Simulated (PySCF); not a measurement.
Electron correlation in Si(2+) (silicon, charge +2)

[Ne] 3s1 3p1, high-spin 3P determinant (an excited configuration). Computed with PySCF 2.14 in aug-cc-pVQZ-DK (7s6p4d3f2g, 84 functions), with scalar relativity by spin-free X2C-1e. Frozen: [Ne]; 2 electrons correlated.

With two correlated electrons CCSD is exact within the correlated space (frozen core and kept virtual orbitals).

| level | correlation energy (mhartree) |
| --- | --- |
| CCSD | -4.86 |

Diagnostics: T1 = 0.0031, D1 = 0.0058, largest double amplitude 0.038.

Cost of the coupled-cluster step: about 5 core-seconds, for 2 correlated electrons.

Iterations:

```
CC2 = 0
CCSD nocc = (np.int64(2), np.int64(0)), nmo = (79, 79)
frozen orbitals [[0, 1, 2, 3, 4], [0, 1, 2, 3, 4]]
max_cycle = 100
direct = 0
conv_tol = 1e-08
conv_tol_normt = 1e-06
diis_space = 8
diis_start_cycle = 0
Init t2, MP2 energy = -0.00288481903366874
Init E_corr(UCCSD) = -0.00288481903690218
cycle = 1  E_corr(UCCSD) = -0.00395924894934373  dE = -0.00107442991  norm(t1,t2) = 0.0172145
cycle = 2  E_corr(UCCSD) = -0.00442845037146144  dE = -0.000469201422  norm(t1,t2) = 0.00841845
cycle = 3  E_corr(UCCSD) = -0.00486818600935742  dE = -0.000439735638  norm(t1,t2) = 0.00423585
cycle = 4  E_corr(UCCSD) = -0.00486450787665074  dE = 3.67813271e-06  norm(t1,t2) = 0.000225951
cycle = 5  E_corr(UCCSD) = -0.00486476424029646  dE = -2.56363646e-07  norm(t1,t2) = 1.90878e-05
cycle = 6  E_corr(UCCSD) = -0.004864668838147  dE = 9.54021495e-08  norm(t1,t2) = 1.91111e-06
cycle = 7  E_corr(UCCSD) = -0.00486469427711332  dE = -2.54389663e-08  norm(t1,t2) = 2.6553e-07
cycle = 8  E_corr(UCCSD) = -0.0048646907839123  dE = 3.49320102e-09  norm(t1,t2) = 6.16563e-08
UCCSD converged
E(UCCSD) = -288.4080624677425  E_corr = -0.004864690783912304
```
